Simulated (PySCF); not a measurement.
Ionising RbMg

ROHF-MP2; basis Rb def2-SVPD with ECP28, Mg def2-SVPD; scalar-relativistic core potentials; PySCF 2.14. Neutral (ROHF): doublet (σ ↑), Re = 4.612 Å, ωe = 33.3 cm⁻¹, De = 0.05 eV.

RbMg⁺ (RHF): singlet (closed shell), Re = 4.044 Å, ωe = 80.5 cm⁻¹, De = 0.27 eV to Rb⁺ + Mg. The energies at the minima are -223.41955 hartree for RbMg and -223.27886 for RbMg⁺.

Problem. Work out the adiabatic ionisation energy, without and with harmonic zero-point energies (1 hartree = 27.2114 eV, 1 eV = 8065.5 cm⁻¹), and the change of the bond length.

Solution. At MP2: 0.14069 hartree = 3.828 eV between the minima; the zero-point term (80.5 − 33.3)/2 cm⁻¹ = +0.003 eV makes it 3.831 eV. Re changes by -56.8 pm against the neutral. The electron leaves a σ orbital, and the shorter bond of the ion fits an antibonding orbital, or a change in how ionic the bond is.

RbMg⁻ (RHF): singlet (closed shell), Re = 4.659 Å, ωe = 41.1 cm⁻¹. The energies at the minima are -223.41955 hartree for RbMg and -223.43246 for RbMg⁻.

Problem. Work out the adiabatic electron affinity, without and with harmonic zero-point energies (1 hartree = 27.2114 eV, 1 eV = 8065.5 cm⁻¹), and the change of the bond length.

Solution. At MP2: 0.01291 hartree = 0.351 eV between the minima; the zero-point term (33.3 − 41.1)/2 cm⁻¹ = -0.000 eV makes it 0.351 eV. Re changes by +4.7 pm against the neutral. The electron enters a σ orbital, and the longer bond of the ion fits an antibonding orbital, or a change in how ionic the bond is.

Correlated steps freeze 1 core orbital. Weak bonds: RbMg, RbMg⁺. Basis-set superposition, not corrected here, can be much of De in a small basis, most of all at correlated wavefunction levels. For an ion De counts to the pair picked by the measured ionisation energies or electron affinities, which need not be the lowest pair at this level. States were picked by a PBE0 search and need not be the measured ground states.
